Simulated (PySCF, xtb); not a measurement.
BFH, SMILES F[BH], multiplicity 2.

Harmonic wavenumbers (cm⁻¹) from GFN2-xTB (xtb) at its own minimum, in rising order: 927, 1317, 2566.

What does PBE-D3(BJ)/def2-TZVPD in PySCF give at its own minimum? (An estimate is asked for; the answer gives what the named calculation found.)

962, 1294, 2460. Paired by order, the mean absolute difference is 54 cm⁻¹ and the zero-point energies are 6.9 and 6.7 kcal/mol.
